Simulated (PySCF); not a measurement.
C₂H₁₁NSi₃, SMILES CC[Si@H]1N[SiH2][SiH2]1.

The structure is a stationary point at PBE0-D3(BJ)/def2-SVP. The structure was generated by enumeration; whether it is a known compound was not checked. One conformer was computed; it need not be the lowest.

Method: PBE0-D3(BJ)/def2-SVP (PySCF).

Frequencies are harmonic and unscaled.

```json
[
 {"mode": "1", "ν (cm⁻¹)": "54", "IR (km/mol)": "0.1", "moving atoms (share of kinetic energy)": "Si 35 %, C 30 %, H 28 %"},
 {"mode": "2", "ν (cm⁻¹)": "70", "IR (km/mol)": "0.0", "moving atoms (share of kinetic energy)": "H 33 %, Si 32 %, C 25 %, N 10 %"},
 {"mode": "3", "ν (cm⁻¹)": "112", "IR (km/mol)": "0.2", "moving atoms (share of kinetic energy)": "H 45 %, C 27 %, Si 18 %, N 10 %"},
 {"mode": "4", "ν (cm⁻¹)": "172", "IR (km/mol)": "0.3", "moving atoms (share of kinetic energy)": "H 48 %, Si 21 %, N 18 %, C 13 %"},
 {"mode": "5", "ν (cm⁻¹)": "230", "IR (km/mol)": "0.3", "moving atoms (share of kinetic energy)": "H 75 %, C 15 %"},
 {"mode": "6", "ν (cm⁻¹)": "276", "IR (km/mol)": "0.7", "moving atoms (share of kinetic energy)": "C 41 %, Si 29 %, H 19 %, N 11 %"},
 {"mode": "7", "ν (cm⁻¹)": "339", "IR (km/mol)": "0.1", "moving atoms (share of kinetic energy)": "H 81 %, Si 11 %"},
 {"mode": "8", "ν (cm⁻¹)": "373", "IR (km/mol)": "0.7", "moving atoms (share of kinetic energy)": "Si 52 %, H 22 %, N 18 %"},
 {"mode": "9", "ν (cm⁻¹)": "398", "IR (km/mol)": "0.5", "moving atoms (share of kinetic energy)": "Si 79 %, H 19 %"},
 {"mode": "10", "ν (cm⁻¹)": "449", "IR (km/mol)": "1.2", "moving atoms (share of kinetic energy)": "Si 69 %, H 28 %"},
 {"mode": "11", "ν (cm⁻¹)": "471", "IR (km/mol)": "32.4", "moving atoms (share of kinetic energy)": "H 69 %, Si 24 %"},
 {"mode": "12", "ν (cm⁻¹)": "499", "IR (km/mol)": "71.0", "moving atoms (share of kinetic energy)": "H 84 %, Si 12 %"},
 {"mode": "13", "ν (cm⁻¹)": "596", "IR (km/mol)": "32.9", "moving atoms (share of kinetic energy)": "H 84 %, Si 15 %"},
 {"mode": "14", "ν (cm⁻¹)": "609", "IR (km/mol)": "18.5", "moving atoms (share of kinetic energy)": "H 82 %, Si 11 %"},
 {"mode": "15", "ν (cm⁻¹)": "650", "IR (km/mol)": "5.6", "moving atoms (share of kinetic energy)": "H 75 %, C 16 %"},
 {"mode": "16", "ν (cm⁻¹)": "688", "IR (km/mol)": "6.5", "moving atoms (share of kinetic energy)": "H 51 %, Si 23 %, C 18 %, N 9 %"},
 {"mode": "17", "ν (cm⁻¹)": "699", "IR (km/mol)": "57.5", "moving atoms (share of kinetic energy)": "H 83 %, N 10 %"},
 {"mode": "18", "ν (cm⁻¹)": "713", "IR (km/mol)": "11.3", "moving atoms (share of kinetic energy)": "H 59 %, Si 20 %, N 14 %"},
 {"mode": "19", "ν (cm⁻¹)": "725", "IR (km/mol)": "32.6", "moving atoms (share of kinetic energy)": "H 59 %, Si 22 %, N 12 %"},
 {"mode": "20", "ν (cm⁻¹)": "818", "IR (km/mol)": "219.2", "moving atoms (share of kinetic energy)": "H 78 %, Si 12 %"},
 {"mode": "21", "ν (cm⁻¹)": "852", "IR (km/mol)": "57.9", "moving atoms (share of kinetic energy)": "H 45 %, N 39 %, Si 16 %"},
 {"mode": "22", "ν (cm⁻¹)": "878", "IR (km/mol)": "289.7", "moving atoms (share of kinetic energy)": "H 61 %, Si 20 %, N 18 %"},
 {"mode": "23", "ν (cm⁻¹)": "911", "IR (km/mol)": "20.3", "moving atoms (share of kinetic energy)": "H 91 %"},
 {"mode": "24", "ν (cm⁻¹)": "967", "IR (km/mol)": "20.8", "moving atoms (share of kinetic energy)": "H 84 %, C 12 %"},
 {"mode": "25", "ν (cm⁻¹)": "979", "IR (km/mol)": "113.6", "moving atoms (share of kinetic energy)": "H 86 %, C 11 %"},
 {"mode": "26", "ν (cm⁻¹)": "989", "IR (km/mol)": "42.0", "moving atoms (share of kinetic energy)": "H 85 %, C 8 %"},
 {"mode": "27", "ν (cm⁻¹)": "1057", "IR (km/mol)": "22.6", "moving atoms (share of kinetic energy)": "C 69 %, H 30 %"},
 {"mode": "28", "ν (cm⁻¹)": "1123", "IR (km/mol)": "130.5", "moving atoms (share of kinetic energy)": "H 67 %, N 30 %"},
 {"mode": "29", "ν (cm⁻¹)": "1240", "IR (km/mol)": "4.3", "moving atoms (share of kinetic energy)": "H 77 %, C 23 %"},
 {"mode": "30", "ν (cm⁻¹)": "1248", "IR (km/mol)": "3.4", "moving atoms (share of kinetic energy)": "H 60 %, C 39 %"},
 {"mode": "31", "ν (cm⁻¹)": "1392", "IR (km/mol)": "3.1", "moving atoms (share of kinetic energy)": "H 81 %, C 19 %"},
 {"mode": "32", "ν (cm⁻¹)": "1427", "IR (km/mol)": "4.4", "moving atoms (share of kinetic energy)": "H 90 %, C 10 %"},
 {"mode": "33", "ν (cm⁻¹)": "1472", "IR (km/mol)": "4.8", "moving atoms (share of kinetic energy)": "H 96 %"},
 {"mode": "34", "ν (cm⁻¹)": "1476", "IR (km/mol)": "8.5", "moving atoms (share of kinetic energy)": "H 97 %"},
 {"mode": "35", "ν (cm⁻¹)": "2179", "IR (km/mol)": "185.4", "moving atoms (share of kinetic energy)": "H 97 %"},
 {"mode": "36", "ν (cm⁻¹)": "2192", "IR (km/mol)": "117.7", "moving atoms (share of kinetic energy)": "H 96 %"},
 {"mode": "37", "ν (cm⁻¹)": "2198", "IR (km/mol)": "163.1", "moving atoms (share of kinetic energy)": "H 98 %"},
 {"mode": "38", "ν (cm⁻¹)": "2220", "IR (km/mol)": "62.8", "moving atoms (share of kinetic energy)": "H 98 %"},
 {"mode": "39", "ν (cm⁻¹)": "2234", "IR (km/mol)": "96.3", "moving atoms (share of kinetic energy)": "H 96 %"},
 {"mode": "40", "ν (cm⁻¹)": "3046", "IR (km/mol)": "32.5", "moving atoms (share of kinetic energy)": "H 97 %"},
 {"mode": "41", "ν (cm⁻¹)": "3050", "IR (km/mol)": "7.2", "moving atoms (share of kinetic energy)": "H 94 %"},
 {"mode": "42", "ν (cm⁻¹)": "3107", "IR (km/mol)": "1.6", "moving atoms (share of kinetic energy)": "H 91 %, C 9 %"},
 {"mode": "43", "ν (cm⁻¹)": "3137", "IR (km/mol)": "20.6", "moving atoms (share of kinetic energy)": "H 91 %, C 9 %"},
 {"mode": "44", "ν (cm⁻¹)": "3139", "IR (km/mol)": "16.9", "moving atoms (share of kinetic energy)": "H 91 %, C 9 %"},
 {"mode": "45", "ν (cm⁻¹)": "3625", "IR (km/mol)": "32.1", "moving atoms (share of kinetic energy)": "H 93 %"}
]
```
